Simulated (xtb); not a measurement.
xtb input (GFN2-xTB):

```bash
xtb mol.xyz --gfn 2 --sp --chrg 1 --uhf 0
```
mol.xyz:
```
4

Sn    -0.02797399    -0.02575360     0.03654894
O      1.39170360     0.33420287    -1.15405831
O     -1.48279100    -0.13502874     1.07454956
H      2.12739847    -0.30571300    -1.19137685
```

Output:

```
           -------------------------------------------------
          |                Calculation Setup                |
           -------------------------------------------------

           -------------------------------------------------
          |                 G F N 2 - x T B                 |
           -------------------------------------------------

        Reference                      10.1021/acs.jctc.8b01176
      * Hamiltonian:
        H0-scaling (s, p, d)           1.850000    2.230000    2.230000
        zeta-weighting                 0.500000
      * Dispersion:
        s8                             2.700000
        a1                             0.520000
        a2                             5.000000
        s9                             5.000000
      * Repulsion:
        kExp                           1.500000    1.000000
        rExp                           1.000000
      * Coulomb:
        alpha                          2.000000
        third order                    shell-resolved
        anisotropic                    true
        a3                             3.000000
        a5                             4.000000
        cn-shift                       1.200000
        cn-exp                         4.000000
        max-rad                        5.000000

          ...................................................
          :                      SETUP                      :
          :.................................................:
          :  # basis functions                  19          :
          :  # atomic orbitals                  18          :
          :  # shells                            8          :
          :  # electrons                        16          :
          :  max. iterations                   250          :
          :  Hamiltonian                  GFN2-xTB          :
          :  restarted?                      false          :
          :  GBSA solvation                  false          :
          :  PC potential                    false          :
          :  electronic temp.          300.0000000     K    :
          :  accuracy                    1.0000000          :
          :  -> integral cutoff          0.2500000E+02      :
          :  -> integral neglect         0.1000000E-07      :
          :  -> SCF convergence          0.1000000E-05 Eh   :
          :  -> wf. convergence          0.1000000E-03 e    :
          :  Broyden damping             0.4000000          :
          :  net charge                          1          :
          :  unpaired electrons                  0          :
          ...................................................

 iter      E             dE          RMSdq      gap      omega  full diag
   1     13.8473705  0.138474E+02  0.520E+01    0.13       0.0  T
   2     -4.6708967 -0.185183E+02  0.399E+01   17.76       1.0  T
   3     -5.7777975 -0.110690E+01  0.224E+01   14.83       1.0  T
   4    -10.0096670 -0.423187E+01  0.369E+01    2.40       1.0  T
   5     -8.6165506  0.139312E+01  0.188E+01    4.96       1.0  T
   6     -8.4916999  0.124851E+00  0.134E+01    5.43       1.0  T
   7     -9.9388252 -0.144713E+01  0.275E+01    2.94       1.0  T
   8     -7.1279095  0.281092E+01  0.726E+01    1.23       1.0  T
   9     -7.7227187 -0.594809E+00  0.674E+01    1.63       1.0  T
  10     -8.2173202 -0.494602E+00  0.621E+01    2.05       1.0  T
  11     -9.4959136 -0.127859E+01  0.379E+01    2.97       1.0  T
  12     -9.4811543  0.147593E-01  0.415E+01    3.23       1.0  T
  13    -10.0354018 -0.554247E+00  0.202E+01    3.14       1.0  T
  14     -9.7342322  0.301170E+00  0.333E+01    3.47       1.0  T
  15     -9.8781838 -0.143952E+00  0.278E+01    3.42       1.0  T
  16    -10.0175055 -0.139322E+00  0.206E+01    3.34       1.0  T
  17    -10.0886523 -0.711468E-01  0.159E+01    3.29       1.0  T
  18    -10.1585570 -0.699047E-01  0.101E+01    3.29       1.0  T
  19    -10.1746041 -0.160471E-01  0.809E+00    3.28       1.0  T
  20    -10.1794212 -0.481706E-02  0.710E+00    3.28       1.0  T
  21    -10.1842249 -0.480372E-02  0.612E+00    3.28       1.0  T
  22    -10.1881460 -0.392113E-02  0.534E+00    3.27       1.0  T
  23    -10.1937287 -0.558265E-02  0.422E+00    3.27       1.0  T
  24    -10.1978534 -0.412471E-02  0.328E+00    3.26       1.0  T
  25    -10.2009707 -0.311731E-02  0.247E+00    3.26       1.0  T
  26    -10.2034355 -0.246482E-02  0.168E+00    3.25       1.0  T
  27    -10.2053136 -0.187816E-02  0.874E-01    3.25       1.0  T
  28    -10.2061754 -0.861797E-03  0.253E-01    3.24       1.0  T
  29    -10.2063377 -0.162210E-03  0.145E-01    3.24       1.0  T
  30    -10.2063379 -0.296367E-06  0.156E-01    3.24       1.0  T
  31    -10.2063387 -0.790910E-06  0.803E-02    3.24       1.0  T
  32    -10.2063405 -0.179890E-05  0.272E-02    3.24       1.8  T
  33    -10.2063409 -0.383282E-06  0.276E-03    3.24      18.1  T
  34    -10.2063409 -0.235310E-07  0.179E-03    3.24      28.0  T
  35    -10.2063409 -0.546438E-09  0.577E-04    3.24      86.7  T
  36    -10.2063409  0.680341E-09  0.905E-04    3.24      55.3  T

   *** convergence criteria satisfied after 36 iterations ***

         #    Occupation            Energy/Eh            Energy/eV
      -------------------------------------------------------------
         1        2.0000           -1.1756849             -31.9920
         2        2.0000           -0.9564573             -26.0265
         3        2.0000           -0.9063309             -24.6625
         4        2.0000           -0.8405375             -22.8722
         5        2.0000           -0.7778012             -21.1650
         6        2.0000           -0.7750919             -21.0913
         7        2.0000           -0.7539819             -20.5169
         8        2.0000           -0.7537700             -20.5111 (HOMO)
         9                         -0.6346348             -17.2693 (LUMO)
        10                         -0.4647200             -12.6457
        11                         -0.4644284             -12.6377
        12                         -0.4484492             -12.2029
        13                         -0.4445695             -12.0974
       ...                                ...                  ...
        18                          0.1310370               3.5657
      -------------------------------------------------------------
                  HL-Gap            0.1191352 Eh            3.2418 eV
             Fermi-level           -0.6942024 Eh          -18.8902 eV

 SCC (total)                   0 d,  0 h,  0 min,  0.004 sec
 SCC setup                      ...        0 min,  0.000 sec (  1.714%)
 Dispersion                     ...        0 min,  0.000 sec (  0.486%)
 classical contributions        ...        0 min,  0.000 sec (  0.414%)
 integral evaluation            ...        0 min,  0.000 sec (  8.752%)
 iterations                     ...        0 min,  0.003 sec ( 77.606%)
 molecular gradient             ...        0 min,  0.000 sec (  9.750%)
 printout                       ...        0 min,  0.000 sec (  1.101%)

         :::::::::::::::::::::::::::::::::::::::::::::::::::::
         ::                     SUMMARY                     ::
         :::::::::::::::::::::::::::::::::::::::::::::::::::::
         :: total energy             -10.180884981921 Eh    ::
         :: gradient norm              0.027983624981 Eh/a0 ::
         :: HOMO-LUMO gap              3.241833993182 eV    ::
         ::.................................................::
         :: SCC energy               -10.206341052618 Eh    ::
         :: -> isotropic ES            0.087955667996 Eh    ::
         :: -> anisotropic ES         -0.002966156807 Eh    ::
         :: -> anisotropic XC         -0.013618061313 Eh    ::
         :: -> dispersion             -0.001252817633 Eh    ::
         :: repulsion energy           0.025456070698 Eh    ::
         :: add. restraining           0.000000000000 Eh    ::
         :: total charge               1.000000000000 e     ::
         :::::::::::::::::::::::::::::::::::::::::::::::::::::

           -------------------------------------------------
          |                Property Printout                |
           -------------------------------------------------

    * Orbital Energies and Occupations

         #    Occupation            Energy/Eh            Energy/eV
      -------------------------------------------------------------
         1        2.0000           -1.1756849             -31.9920
         2        2.0000           -0.9564573             -26.0265
         3        2.0000           -0.9063309             -24.6625
         4        2.0000           -0.8405375             -22.8722
         5        2.0000           -0.7778012             -21.1650
         6        2.0000           -0.7750919             -21.0913
         7        2.0000           -0.7539819             -20.5169
         8        2.0000           -0.7537700             -20.5111 (HOMO)
         9                         -0.6346348             -17.2693 (LUMO)
        10                         -0.4647200             -12.6457
        11                         -0.4644284             -12.6377
        12                         -0.4484492             -12.2029
        13                         -0.4445695             -12.0974
        14                         -0.3840309             -10.4500
        15                         -0.3818163             -10.3897
        16                         -0.2375273              -6.4634
        17                         -0.0297281              -0.8089
        18                          0.1310370               3.5657
      -------------------------------------------------------------
                  HL-Gap            0.1191352 Eh            3.2418 eV
             Fermi-level           -0.6942024 Eh          -18.8902 eV

     #   Z          covCN         q      C6AA      α(0)
     1  50 Sn       1.577     0.707   425.448    44.410
     2   8 O        1.579    -0.176    17.009     5.565
     3   8 O        0.778     0.018    14.889     5.172
     4   1 H        0.827     0.450     0.400     0.992

 Mol. C6AA /au·bohr⁶  :        826.874281
 Mol. C8AA /au·bohr⁸  :      71034.399385
 Mol. α(0) /au        :         56.139249

Wiberg/Mayer (AO) data.
largest (>0.10) Wiberg bond orders for each atom

 ---------------------------------------------------------------------------
     #   Z sym  total        # sym  WBO       # sym  WBO       # sym  WBO
 ---------------------------------------------------------------------------
     1  50 Sn   2.805 --     3 O    1.566     2 O    1.203
     2   8 O    2.489 --     1 Sn   1.203     4 H    0.756     3 O    0.530
     3   8 O    2.102 --     1 Sn   1.566     2 O    0.530
     4   1 H    0.797 --     2 O    0.756
 ---------------------------------------------------------------------------

Topologies differ in total number of bonds
Writing topology from bond orders to xtbtopo.mol

molecular dipole:
                 x           y           z       tot (Debye)
 q only:        1.259      -0.410      -0.545
   full:        1.819      -0.581      -0.794       5.257
molecular quadrupole (traceless):
                xx          xy          yy          xz          yz          zz
 q only:        5.405      -1.984      -3.786      -4.765       1.223      -1.620
  q+dip:        4.949      -2.849      -2.858      -3.176       1.867      -2.091
   full:        1.901      -4.056       0.669       1.869       2.509      -2.570

           -------------------------------------------------
          | TOTAL ENERGY              -10.180884981921 Eh   |
          | GRADIENT NORM               0.027983624981 Eh/α |
          | HOMO-LUMO GAP               3.241833993182 eV   |
           -------------------------------------------------

------------------------------------------------------------------------
Note: The following floating-point exceptions are signalling: IEEE_UNDERFLOW_FLAG IEEE_DENORMAL
normal termination of xtb
------------------------------------------------------------------------
 total:
 SCF:
```

It need not be the lowest isomer of its formula.
